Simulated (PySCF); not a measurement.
**Orbital picture of PtN**

PBE at R = 1.668 Å; basis Pt x2c-TZVPPall, N x2c-TZVPPall; spin-free X2C with a Gaussian nucleus; PySCF 2.14. State: doublet, unpaired electrons π ↑, a mixture of terms (⟨Lz²⟩ = 3.3). Only the outer orbitals are listed, counted within each symmetry.

| spin | orbital | occ. | ε (eV) | on Pt (%) | main shells (%) |
| --- | --- | --- | --- | --- | --- |
| α | 14σ | 1 | -20.71 | 20 | 76 N s, 12 Pt d |
| α | 15σ | 1 | -10.72 | 39 | 42 N p, 38 Pt d, 18 N s |
| α | 8π | 1 | -10.65 | 60 | 60 Pt d, 38 N p |
| α | 8π | 1 | -10.64 | 57 | 56 Pt d, 42 N p |
| α | 4δ | 1 | -7.42 | 99 | 98 Pt d |
| α | 4δ | 1 | -7.40 | 100 | 100 Pt d |
| α | 16σ | 1 | -6.44 | 89 | 65 Pt s, 23 Pt d, 12 N p |
| α | 9π | 1 | -5.65 | 48 | 52 N p, 41 Pt d |
| α | 9π | 0 | -5.52 | 45 | 55 N p, 37 Pt d |
| α | 17σ | 0 | -3.37 | 72 | 28 N p, 26 Pt s, 24 Pt p |
| α | 10π | 0 | -0.39 | 97 | 93 Pt p |
| β | 14σ | 1 | -19.98 | 23 | 73 N s, 13 Pt d |
| β | 8π | 1 | -10.45 | 64 | 63 Pt d, 36 N p |
| β | 15σ | 1 | -10.37 | 39 | 40 N p, 38 Pt d, 20 N s |
| β | 8π | 1 | -9.70 | 68 | 67 Pt d, 31 N p |
| β | 4δ | 1 | -7.31 | 99 | 97 Pt d |
| β | 4δ | 1 | -7.26 | 100 | 100 Pt d |
| β | 16σ | 1 | -6.29 | 87 | 63 Pt s, 24 Pt d, 13 N p |
| β | 9π | 0 | -5.20 | 43 | 57 N p, 34 Pt d, 8 Pt p |
| β | 9π | 0 | -4.33 | 42 | 58 N p, 30 Pt d, 12 Pt p |
| β | 17σ | 0 | -3.10 | 73 | 28 Pt s, 28 N p, 24 Pt p |

**Question.** Which are the highest filled and the lowest empty level, where do they sit, and how wide is the gap?

**Answer.** Highest filled α 9π at -5.65 eV (in %: 52 N p, 41 Pt d); lowest empty α 9π at -5.52 eV (in %: 55 N p, 37 Pt d); the gap at PBE is 0.13 eV. Both belong to one degenerate shell, split only by its one-sided filling, so this is no excitation gap.

```
bond order (Mayer)                              : 2.73
⟨S²⟩                                            : 0.754
charge on Pt (Mulliken, basis-dependent)        : 0.12
charge on Pt (Löwdin, basis-dependent)          : 0.12
dipole moment (positive dipole means Pt(−)N(+)) : -1.59 D
polarisability along the bond                   : 52.0 bohr³
polarisability across the bond                  : 40.5 bohr³
```

Spin–orbit coupling is left out. With d or f electrons several states lie close, and the lowest PBE0 determinant need not be the measured ground state.
